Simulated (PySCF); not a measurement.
HBClFS (SMILES FB(S)Cl), singlet, geometry from GFN2-xTB, atoms displaced at random by about 0.08 Å a coordinate; B3LYP/STO-3G, gradient by finite differences (PySCF).

Here is a job for PySCF.
```python
from pyscf import gto, scf, dft

mol = gto.M(
    atom='''
B    -0.05915807    0.25978543   -0.03238646
Cl   -1.56010765   -0.04865034   -0.50147387
F     0.54877182    1.65792467    0.03718656
S     1.28907331   -1.01611216    0.59505213
H     2.18687446    0.04000950    0.62751251
''',
    basis='sto-3g',
    verbose=4,
)

mf = dft.RKS(mol)
mf.xc = 'b3lyp'
mf.conv_tol = 1e-11
mf.kernel()
scan, done = mf.as_scanner(), []
scan.scf_summary = {}
def energy(d):
    c = mol.atom_coords()
    c[1, 0] += d
    e = scan(mol.set_geom_(c, unit='Bohr', inplace=False))
    done.append(scan.converged)
    return e
h = 1e-5
fd = (energy(h) - energy(-h)) / (2 * h)
print('dE/dx =', fd)
```

Output, abridged:

```
PySCF version 2.14.0

[INPUT] verbose = 4
[INPUT] num. atoms = 5
[INPUT] num. electrons = 48
[INPUT] charge = 0
[INPUT] spin (= nelec alpha-beta = 2S) = 0
[INPUT] symmetry False subgroup None
[INPUT] Mole.unit = angstrom
[INPUT] Symbol           X                Y                Z      unit          X                Y                Z       unit  Magmom
[INPUT]  1 B     -0.059158070000   0.259785430000  -0.032386460000 AA   -0.111792550358   0.490923313852  -0.061201539544 Bohr   0.0
[INPUT]  2 Cl    -1.560107650000  -0.048650340000  -0.501473870000 AA   -2.948176183339  -0.091935818467  -0.947648272926 Bohr   0.0
[INPUT]  3 F      0.548771820000   1.657924670000   0.037186560000 AA    1.037028444679   3.133023561460   0.070272413915 Bohr   0.0
[INPUT]  4 S      1.289073310000  -1.016112160000   0.595052130000 AA    2.435995510387  -1.920173694240   1.124485555539 Bohr   0.0
[INPUT]  5 H      2.186874460000   0.040009500000   0.627512510000 AA    4.132593798206   0.075606997381   1.185826783638 Bohr   0.0

nuclear repulsion = 177.953036922886
number of shells = 17
number of NR pGTOs = 87
number of NR cGTOs = 29
basis = sto-3g
ecp = {}

******** <class 'pyscf.dft.rks.RKS'> ********
method = RKS
initial guess = minao
damping factor = 0
level_shift factor = 0
DIIS = <class 'pyscf.scf.diis.CDIIS'>
diis_start_cycle = 1
diis_space = 8
diis_damp = 0
SCF conv_tol = 1e-11
SCF conv_tol_grad = None
SCF max_cycles = 50
direct_scf = True
direct_scf_tol = 1e-13
XC library pyscf.dft.libxc version 7.1.2
    S. Lehtola, C. Steigemann, M. J. T. Oliveira, and M. A. L. Marques,  SoftwareX 7, 1–5 (2018)
XC functionals = b3lyp
    P. J. Stephens, F. J. Devlin, C. F. Chabalowski, and M. J. Frisch,  J. Phys. Chem. 98, 11623 (1994)
radial grids:
    Treutler-Ahlrichs [JCP 102, 346 (1995); DOI:10.1063/1.469408] (M4) radial grids

becke partition: Becke, JCP 88, 2547 (1988); DOI:10.1063/1.454033
pruning grids: <function nwchem_prune>
grids dens level: 3
symmetrized grids: False
atomic radii adjust function: <function treutler_atomic_radii_adjust>
small_rho_cutoff = 0
Set gradient conv threshold to 3.16228e-06
Initial guess from minao.
tot grids = 75880
init E= -972.312092880597
  HOMO = -0.285290296120932  LUMO = -0.0248072749677201  gap/eV = 7.08810
cycle= 1 E= -972.440260419423  delta_E= -0.128  |g|= 0.539  |ddm|= 2.89
  HOMO = -0.0831000643961876  LUMO = 0.0269013418833582  gap/eV = 2.99329
cycle= 2 E= -971.929774493302  delta_E= 0.51  |g|= 1.51  |ddm|= 2.39
  HOMO = -0.142659028839001  LUMO = 0.050394464262321  gap/eV = 5.25325
cycle= 3 E= -972.548041539858  delta_E= -0.618  |g|= 0.201  |ddm|= 1.64
  HOMO = -0.164466058855789  LUMO = 0.0751655582607784  gap/eV = 6.52071
cycle= 4 E= -972.562878110016  delta_E= -0.0148  |g|= 0.0642  |ddm|= 0.446
  HOMO = -0.156328399281478  LUMO = 0.0715011179738385  gap/eV = 6.19956
cycle= 5 E= -972.564692427127  delta_E= -0.00181  |g|= 0.0084  |ddm|= 0.127
  HOMO = -0.158440472922001  LUMO = 0.0717596927802358  gap/eV = 6.26407
cycle= 6 E= -972.564727159161  delta_E= -3.47e-05  |g|= 0.00101  |ddm|= 0.0191
  HOMO = -0.158315873166991  LUMO = 0.0720270169851314  gap/eV = 6.26795
cycle= 7 E= -972.564727595377  delta_E= -4.36e-07  |g|= 0.000314  |ddm|= 0.0023
  HOMO = -0.158337606214926  LUMO = 0.0719815333916741  gap/eV = 6.26730
cycle= 8 E= -972.564727634339  delta_E= -3.9e-08  |g|= 7.12e-05  |ddm|= 0.000515
  HOMO = -0.15833636554134  LUMO = 0.0719826302541075  gap/eV = 6.26730
cycle= 9 E= -972.564727636182  delta_E= -1.84e-09  |g|= 1.1e-05  |ddm|= 9.24e-05
  HOMO = -0.158335949821563  LUMO = 0.0719822690200184  gap/eV = 6.26728
cycle= 10 E= -972.564727636225  delta_E= -4.3e-11  |g|= 2.53e-07  |ddm|= 1.55e-05
  HOMO = -0.158335964984143  LUMO = 0.0719822915629512  gap/eV = 6.26728
cycle= 11 E= -972.564727636224  delta_E= 1.14e-12  |g|= 2.32e-08  |ddm|= 4.87e-07
  HOMO = -0.158335959492439  LUMO = 0.0719822852151915  gap/eV = 6.26728
Extra cycle  E= -972.564727636222  delta_E= 1.59e-12  |g|= 3.36e-08  |ddm|= 8.51e-08
converged SCF energy = -972.564727636222
Create scanner for <class 'pyscf.dft.rks.RKS'>

WARN: Mole.unit (angstrom) is changed to Bohr

New geometry
   1 B     -0.059158070000   0.259785430000  -0.032386460000 AA   -0.111792550358   0.490923313852  -0.061201539544 Bohr
   2 Cl    -1.560102358228  -0.048650340000  -0.501473870000 AA   -2.948166183339  -0.091935818467  -0.947648272926 Bohr
   3 F      0.548771820000   1.657924670000   0.037186560000 AA    1.037028444679   3.133023561460   0.070272413915 Bohr
   4 S      1.289073310000  -1.016112160000   0.595052130000 AA    2.435995510387  -1.920173694240   1.124485555539 Bohr
   5 H      2.186874460000   0.040009500000   0.627512510000 AA    4.132593798206   0.075606997381   1.185826783638 Bohr

******** <class 'pyscf.scf.hf.RKS_Scanner'> ********
method = RKS_Scanner
initial guess = minao
damping factor = 0
level_shift factor = 0
DIIS = <class 'pyscf.scf.diis.CDIIS'>
diis_start_cycle = 1
diis_space = 8
diis_damp = 0
SCF conv_tol = 1e-11
SCF conv_tol_grad = None
SCF max_cycles = 50
direct_scf = True
direct_scf_tol = 1e-13
XC library pyscf.dft.libxc version 7.1.2
    S. Lehtola, C. Steigemann, M. J. T. Oliveira, and M. A. L. Marques,  SoftwareX 7, 1–5 (2018)
XC functionals = b3lyp
    P. J. Stephens, F. J. Devlin, C. F. Chabalowski, and M. J. Frisch,  J. Phys. Chem. 98, 11623 (1994)
radial grids:
    Treutler-Ahlrichs [JCP 102, 346 (1995); DOI:10.1063/1.469408] (M4) radial grids

becke partition: Becke, JCP 88, 2547 (1988); DOI:10.1063/1.454033
pruning grids: <function nwchem_prune>
grids dens level: 3
symmetrized grids: False
atomic radii adjust function: <function treutler_atomic_radii_adjust>
small_rho_cutoff = 0
Set gradient conv threshold to 3.16228e-06
tot grids = 75880
init E= -972.564726355807
  HOMO = -0.158335688214371  LUMO = 0.0719830919880894  gap/eV = 6.26729
cycle= 1 E= -972.564726328039  delta_E= 2.78e-08  |g|= 2e-06  |ddm|= 9.29e-06
  HOMO = -0.158335313184035  LUMO = 0.0719825314023166  gap/eV = 6.26727
cycle= 2 E= -972.564726328039  delta_E= 6.82e-13  |g|= 2.97e-06  |ddm|= 8.7e-06
  HOMO = -0.158335939251572  LUMO = 0.071983082239836  gap/eV = 6.26730
Extra cycle  E= -972.564726328031  delta_E= 7.28e-12  |g|= 4.92e-06  |ddm|= 1.18e-05
converged SCF energy = -972.564726328031

WARN: Mole.unit (angstrom) is changed to Bohr

New geometry
   1 B     -0.059158070000   0.259785430000  -0.032386460000 AA   -0.111792550358   0.490923313852  -0.061201539544 Bohr
   2 Cl    -1.560112941772  -0.048650340000  -0.501473870000 AA   -2.948186183339  -0.091935818467  -0.947648272926 Bohr
   3 F      0.548771820000   1.657924670000   0.037186560000 AA    1.037028444679   3.133023561460   0.070272413915 Bohr
   4 S      1.289073310000  -1.016112160000   0.595052130000 AA    2.435995510387  -1.920173694240   1.124485555539 Bohr
   5 H      2.186874460000   0.040009500000   0.627512510000 AA    4.132593798206   0.075606997381   1.185826783638 Bohr

******** <class 'pyscf.scf.hf.RKS_Scanner'> ********
method = RKS_Scanner
initial guess = minao
damping factor = 0
level_shift factor = 0
DIIS = <class 'pyscf.scf.diis.CDIIS'>
diis_start_cycle = 1
diis_space = 8
diis_damp = 0
SCF conv_tol = 1e-11
SCF conv_tol_grad = None
SCF max_cycles = 50
direct_scf = True
direct_scf_tol = 1e-13
XC library pyscf.dft.libxc version 7.1.2
    S. Lehtola, C. Steigemann, M. J. T. Oliveira, and M. A. L. Marques,  SoftwareX 7, 1–5 (2018)
XC functionals = b3lyp
    P. J. Stephens, F. J. Devlin, C. F. Chabalowski, and M. J. Frisch,  J. Phys. Chem. 98, 11623 (1994)
radial grids:
    Treutler-Ahlrichs [JCP 102, 346 (1995); DOI:10.1063/1.469408] (M4) radial grids

becke partition: Becke, JCP 88, 2547 (1988); DOI:10.1063/1.454033
pruning grids: <function nwchem_prune>
grids dens level: 3
symmetrized grids: False
atomic radii adjust function: <function treutler_atomic_radii_adjust>
small_rho_cutoff = 0
Set gradient conv threshold to 3.16228e-06
tot grids = 75880
init E= -972.56472888891
  HOMO = -0.158335827668334  LUMO = 0.0719804839342055  gap/eV = 6.26723
cycle= 1 E= -972.564728944302  delta_E= -5.54e-08  |g|= 1.17e-05  |ddm|= 3.04e-05
  HOMO = -0.158337363362154  LUMO = 0.0719832959762881  gap/eV = 6.26734
cycle= 2 E= -972.564728944218  delta_E= 8.41e-11  |g|= 1.94e-05  |ddm|= 4.61e-05
  HOMO = -0.158336510799344  LUMO = 0.0719818288379606  gap/eV = 6.26728
cycle= 3 E= -972.564728944356  delta_E= -1.38e-10  |g|= 6.93e-07  |ddm|= 2.74e-05
  HOMO = -0.158336258778906  LUMO = 0.0719818523734452  gap/eV = 6.26728
cycle= 4 E= -972.564728944354  delta_E= 1.82e-12  |g|= 2.15e-07  |ddm|= 2.03e-06
  HOMO = -0.158336344028599  LUMO = 0.0719818758417698  gap/eV = 6.26728
Extra cycle  E= -972.564728944354  delta_E= -4.55e-13  |g|= 3.09e-07  |ddm|= 1.03e-06
converged SCF energy = -972.564728944354
dE/dx = 0.13081615293231152
```
